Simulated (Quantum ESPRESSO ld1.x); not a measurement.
The numbers below are computed, except where a source is named.
Problem. The aim is neutral vanadium in [Ar] 3d3 4s2. This ld1.x (Quantum ESPRESSO 7.5) run was made with `OMP_NUM_THREADS=1 ld1.x < ld1.in > ld1.out`. Can the result be used? Name any fault.

```
 &input
    zed=23.0,
    iswitch=1,
    rel=1,
    dft='PBESOL',
    config='[Ar] 3d3 4s2 5s4',
    prefix='ld1',
    max_out_wfc=37,
    file_charge='ld1.rho',
 /
```

Output (excerpt):

```
     Program LD1 v.7.5 starts

 %%%%%%%%%%%%%%%%%%%%%%%%%%%%%%%%%%%%%%%%%%%%%%%%%%%%%%%%%%%%%%%%%%%%%%%%%%%%%%
     Error in routine el_config (8):
     wrong occupancy:4
 %%%%%%%%%%%%%%%%%%%%%%%%%%%%%%%%%%%%%%%%%%%%%%%%%%%%%%%%%%%%%%%%%%%%%%%%%%%%%%

     stopping ...
```

Solution. No (refused). The line at issue: config='[Ar] 3d3 4s2 5s4'. The program stops in el_config with "wrong occupancy:4": an s shell holds at most 2 electrons. The sound input gives -947.985 hartree.
